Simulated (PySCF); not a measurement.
This PySCF input asks for the NMR shieldings of SMILES CO[C@H]1C=C1[SiH2]CCl, C$_{5}$H$_{9}$ClOSi; the geometry comes from GFN2-xTB.

```python
import basis_set_exchange as bse
import numpy as np
from pyscf import gto, dft
from pyscf.prop import nmr

atoms = """
C     2.850220    0.366707    0.297505
O     2.305668   -0.923693    0.433916
C     1.145249   -1.110934   -0.324592
C     0.018575   -1.855254    0.270709
C    -0.178479   -0.561582    0.170764
Si   -1.144209    0.990816    0.475462
C    -3.006048    0.560199    0.399137
Cl   -3.392567   -0.609253    1.692357
H     3.084749    0.588095   -0.750745
H     3.765625    0.380930    0.885379
H     2.155871    1.129185    0.672414
H     1.344560   -1.142742   -1.397495
H    -0.315836   -2.813018    0.585952
H    -0.834309    1.534085    1.798476
H    -0.866815    1.958876   -0.593853
H    -3.641673    1.426970    0.562509
H    -3.297579    0.092643   -0.538342
"""
names = dict.fromkeys(["C", "O", "Si", "Cl", "H"], "pcSseg-1")
basis = {el: gto.basis.parse(bse.get_basis(n, elements=[el], fmt="nwchem")) for el, n in names.items()}
mol = gto.M(atom=atoms, basis=basis, charge=0, verbose=0)
mf = dft.RKS(mol, xc="PBE0")
mf.grids.level = 2
mf.grids.alignment = dft.numint.BLKSIZE   # the property module wants whole blocks of grid points
mf.conv_tol = 1e-9
mf.kernel()

calc = nmr.RKS(mf)   # GIAO
C = mf.mo_coeff
Co = C[:, mf.mo_occ > 0]
resp = mf.gen_response(singlet=True, hermi=2)
def vind(x):   # induced exchange potential for any number of trial vectors
    d = np.einsum("pi,xij,qj->xpq", C, 2 * x.reshape(-1, C.shape[1], Co.shape[1]), Co, optimize=True)
    return np.einsum("xpq,pi,qj->xij", resp(d - d.transpose(0, 2, 1)), C, Co, optimize=True).ravel()
mo1, _ = nmr.rhf.solve_mo1(calc, with_cphf=vind)
sigma = calc.kernel(mo1)
for i, s in enumerate(sigma):   # ppm
    print("%2d %-2s %9.2f" % (i, mol.atom_pure_symbol(i), np.trace(s) / 3))
```

Question: What does it print?

Answer: 
```
 0 C     129.04
 1 O     274.29
 2 C     130.25
 3 C      36.02
 4 C      53.81
 5 Si    404.60
 6 C     154.93
 7 Cl    922.54
 8 H      28.37
 9 H      28.05
10 H      28.67
11 H      28.01
12 H      22.89
13 H      26.90
14 H      26.84
15 H      28.61
16 H      28.59
```

These numbers come from an equivalent density-fitted implementation of the same equations, which agrees with the script to about 0.01 ppm for H and up to a few tenths of a ppm for heavy atoms, so last digits may differ.

Question: Turn these shieldings into chemical shifts. Referencing at the same level of theory: ¹³C (σref 186.93), ²⁹Si (σref 349.16), ¹H (σref 31.72) against TMS; ¹⁷O (σref 336.08) vs H2O; HCl for ³⁵Cl (σref 949.78).

Answer: Averaging equivalent atoms: C 3: 150.9; C 4: 133.1; C 0: 57.9; C 2: 56.7; C 6: 32.0; O 1: 61.8; Si 5: -55.4; Cl 7: 27; H 12: 8.83; H 14: 4.87; H 13: 4.82; H 11: 3.71; H 8/9/10: 3.35; H 16: 3.12; H 15: 3.11 ppm. Experimental scales use liquid or dissolved standards, which lie at an offset from isolated H2O (liquid H2O: subtract about 36 ppm).

Size and cost of the density-fitted run: 195 basis functions, 55 s wall time on 1 thread of an Arm Neoverse N1, shared host; peak memory 0.85 GiB.
